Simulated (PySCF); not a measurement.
Work out the structure from these simulated measurements.

Formula: BClF2.

| Item | Value |
| --- | --- |
| UV, strongest line | among the 10 lowest singlet transitions: S3 at 8.62 eV (144 nm, f = 0.116) [TDDFT B3LYP/def2-SVPD] |
| Dipole | 0.26 D [B3LYP/def2-SVPD] |
| XPS | B1s 201.4, Cl2p3/2 207.4, F1s 694.5 (×2), Cl1s 2830.0 eV [ΔSCF SCAN, pcX-2 on the ionised atom, pcseg-1 elsewhere, spin-free X2C, 2p3/2 from a spin–orbit splitting computed afterwards within the 2p shell] |
| UV, first state | lowest singlet excitation: 7.58 eV (164 nm, f = 0.000) [TDDFT B3LYP/def2-SVPD] |
| NMR, other nuclei | isotropic shieldings of nuclei other than C and H, by class: 93 (1 B), 295 (2 F), 920 (1 Cl) ppm [GIAO HF/pcSseg-2] |
| Rotational structure | rotational constants A, B, C: 10.420, 4.690, 3.234 GHz [PBE0-D3(BJ)/def2-SVP] |
| Triplet | lowest triplet excitation (Tamm–Dancoff): 7.40 eV [TDA B3LYP/def2-SVPD] |
| Valence photoelectron | vertical ionisation energy: 12.90 eV [ΔSCF B3LYP/def2-SVPD] |

The electronic properties come from PySCF, for the isolated species, density fitting. Levels stand in brackets. Geometry: PBE0-D3(BJ)/def2-SVP; no solvent, vibrations or thermal averaging. Each NMR value is the plain mean over a class of atoms that symmetry, rotation or inversion makes alike.

Task: Propose a structure and show how it fits.

Result: Numbering: `[F:1][B:2]([F:3])[Cl:4]`. The other shieldings belong to: 93 ppm, three-coordinate boron [B2]; 295 ppm, boron-bound fluorine [F1/F3]; 920 ppm, chlorine bonded to B [Cl4]. The core levels belong to: B1s 201.4 eV, three-coordinate boron [B2]; Cl2p3/2 207.4 eV, chlorine bonded to B [Cl4]; F1s 694.5 eV, boron-bound fluorine [F1/F3]; Cl1s 2830.0 eV, chlorine bonded to B [Cl4]. S1 is mainly HOMO→LUMO (weight 1.00); the largest Löwdin shares of the orbital it empties are 0.85 on the chlorine bonded to B, 0.06 on the three-coordinate boron and 0.04 on each of 2 atoms of one kind (boron-bound fluorine), of the orbital it fills 0.44 on the three-coordinate boron, 0.23 on the chlorine bonded to B and 0.16 on each of 2 atoms of one kind (boron-bound fluorine). The optimised geometry has point group C2v and is an asymmetric top. Structure: difluorochloroborane, `FB(F)Cl`. The assignments are read from this structure; whether some other isomer fits the data as well wasn't checked.
